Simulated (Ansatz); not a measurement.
One change: `CNB(F)[SiH3]` becomes `FB([SiH3])Br`.

Ansatz, PBE0-D4/def2-TZVP geometries, multiplicity 1. Each molecule was computed in one conformer, which needn't be the lowest.

Scalar relativity is left out up to krypton. Spin–orbit coupling is left out; it splits and shifts lone-pair levels of the heavy atoms by tenths of an eV.

```json
{"property": "size of the dipole moment (ωB97M-V/def2-TZVPP) / D", "`CNB(F)[SiH3]`": "2.74"}
{"property": "size of the dipole moment (B3LYP/def2-TZVPP) / D", "`CNB(F)[SiH3]`": "2.77"}
{"property": "HOMO energy (ωB97M-V/def2-TZVPP) / eV", "`CNB(F)[SiH3]`": "-10.26"}
{"property": "HOMO–LUMO gap (PBE0/def2-TZVPP) / eV", "`CNB(F)[SiH3]`": "7.75"}
{"property": "HOMO–LUMO gap (ωB97M-V/def2-TZVPP) / eV", "`CNB(F)[SiH3]`": "11.96"}
{"property": "LUMO energy (ωB97M-V/def2-TZVPP) / eV", "`CNB(F)[SiH3]`": "1.70"}
```

**Question.** Give the same properties after the change, and the shifts. (An estimate is asked.)

**Answer.** The calculation gave: 
```json
{"property": "size of the dipole moment (ωB97M-V/def2-TZVPP) / D", "`FB([SiH3])Br`": "0.79", "shift": "-1.95"}
{"property": "size of the dipole moment (B3LYP/def2-TZVPP) / D", "`FB([SiH3])Br`": "0.75", "shift": "-2.02"}
{"property": "HOMO energy (ωB97M-V/def2-TZVPP) / eV", "`FB([SiH3])Br`": "-10.51", "shift": "-0.25"}
{"property": "HOMO–LUMO gap (PBE0/def2-TZVPP) / eV", "`FB([SiH3])Br`": "6.54", "shift": "-1.21"}
{"property": "HOMO–LUMO gap (ωB97M-V/def2-TZVPP) / eV", "`FB([SiH3])Br`": "10.71", "shift": "-1.25"}
{"property": "LUMO energy (ωB97M-V/def2-TZVPP) / eV", "`FB([SiH3])Br`": "0.19", "shift": "-1.51"}
```

With PBE0 the HOMO falls by 0.45 eV and the LUMO falls by 1.65 eV, so the gap narrows by about 1.20 eV. PBE moves the HOMO by -0.55 eV and ωB97M-V by -0.25 eV. Dipoles are sizes alone; their direction can turn.

B3LYP here is the variant with VWN-RPA as its local correlation; programs differ in this.
